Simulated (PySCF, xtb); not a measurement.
LiCl, SMILES [Li][Cl].

GFN2-xTB (xtb) at its own geometry gives an orbital gap of 3.96 eV and a dipole moment of 6.18 D.

Geometry: PBE0-D3(BJ)/def2-TZVPD.

Task: What does CAM-B3LYP/def2-TZVPD run with PySCF give? (Estimate from the structure and the level; the computed values follow.)

Result: gap 7.56 eV (levels -8.58 and -1.02 eV), dipole 7.02 D.
